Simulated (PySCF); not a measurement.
barium atom (Ba), singlet (core potentials on Ba); DF-PBE/def2-TZVPPD (PySCF).

The PySCF input:
```python
from pyscf import gto, scf, dft

mol = gto.Mole()
mol.atom = '''
    Ba    0.00000000    0.00000000    0.00000000
'''
mol.basis = 'def2-tzvppd'
mol.ecp = {'Ba': 'def2-tzvppd'}
mol.verbose = 4
mol.max_memory = 1800
mol.build()

mf = dft.RKS(mol)
mf.xc = 'pbe'
mf = mf.density_fit(auxbasis='def2-universal-jkfit')
mf.kernel()
```

### Question
Predict the main parts of the log of this PySCF run.

### Answer

```
PySCF version 2.14.0

[INPUT] verbose = 4
[INPUT] num. atoms = 1
[INPUT] num. electrons = 10
[INPUT] charge = 0
[INPUT] spin (= nelec alpha-beta = 2S) = 0
[INPUT] symmetry False subgroup None
[INPUT] Mole.unit = angstrom
[INPUT] Symbol           X                Y                Z      unit          X                Y                Z       unit  Magmom
[INPUT]  1 Ba     0.000000000000   0.000000000000   0.000000000000 AA    0.000000000000   0.000000000000   0.000000000000 Bohr   0.0

nuclear repulsion = 0
number of shells = 14
number of NR pGTOs = 60
number of NR cGTOs = 40
basis = def2-tzvppd
ecp = {'Ba': 'def2-tzvppd'}

******** <class 'pyscf.df.df_jk.DFRKS'> ********
method = DFRKS
initial guess = minao
damping factor = 0
level_shift factor = 0
DIIS = <class 'pyscf.scf.diis.CDIIS'>
diis_start_cycle = 1
diis_space = 8
diis_damp = 0
SCF conv_tol = 1e-09
SCF conv_tol_grad = None
SCF max_cycles = 50
direct_scf = False
XC library pyscf.dft.libxc version 7.1.2
    S. Lehtola, C. Steigemann, M. J. T. Oliveira, and M. A. L. Marques,  SoftwareX 7, 1–5 (2018)
XC functionals = pbe
    J. P. Perdew, K. Burke, and M. Ernzerhof,  Phys. Rev. Lett. 77, 3865 (1996)
    J. P. Perdew, K. Burke, and M. Ernzerhof,  Phys. Rev. Lett. 78, 1396 (1997)
    J. P. Perdew, K. Burke, and M. Ernzerhof,  Phys. Rev. Lett. 77, 3865 (1996)
    J. P. Perdew, K. Burke, and M. Ernzerhof,  Phys. Rev. Lett. 78, 1396 (1997)
radial grids:
    Treutler-Ahlrichs [JCP 102, 346 (1995); DOI:10.1063/1.469408] (M4) radial grids

becke partition: Becke, JCP 88, 2547 (1988); DOI:10.1063/1.454033
pruning grids: <function nwchem_prune>
grids dens level: 3
symmetrized grids: False
atomic radii adjust function: <function treutler_atomic_radii_adjust>
small_rho_cutoff = 0
Set gradient conv threshold to 3.16228e-05
Initial guess from minao.
tot grids = 23928
init E= -20.4066350388035
  HOMO = -0.24804416882724  LUMO = -0.241211764137656  gap/eV = 0.18592
cycle= 1 E= -25.4479545933953  delta_E= -5.04  |g|= 0.208  |ddm|=  6.2
  HOMO = -0.0959705699224018  LUMO = -0.0360950939239241  gap/eV = 1.62929
cycle= 2 E= -25.4650831839702  delta_E= -0.0171  |g|= 0.0708  |ddm|= 2.86
  HOMO = -0.117483778113258  LUMO = -0.0677744328774608  gap/eV = 1.35266
cycle= 3 E= -25.4669123772979  delta_E= -0.00183  |g|= 0.000585  |ddm|= 0.532
  HOMO = -0.118181342798948  LUMO = -0.0685295781186367  gap/eV = 1.35109
cycle= 4 E= -25.4669124808907  delta_E= -1.04e-07  |g|= 8.72e-05  |ddm|= 0.00392
  HOMO = -0.11823071350091  LUMO = -0.0685984109236198  gap/eV = 1.35056
cycle= 5 E= -25.4669124846084  delta_E= -3.72e-09  |g|= 3.23e-06  |ddm|= 0.000908
  HOMO = -0.118228934125223  LUMO = -0.0685958780236823  gap/eV = 1.35058
cycle= 6 E= -25.4669124846146  delta_E= -6.24e-12  |g|= 1.36e-08  |ddm|= 3.71e-05
  HOMO = -0.118228918049405  LUMO = -0.0685958564034779  gap/eV = 1.35058
Extra cycle  E= -25.4669124846146  delta_E= 1.78e-14  |g|= 4.99e-09  |ddm|= 1.66e-07
converged SCF energy = -25.4669124846146
```
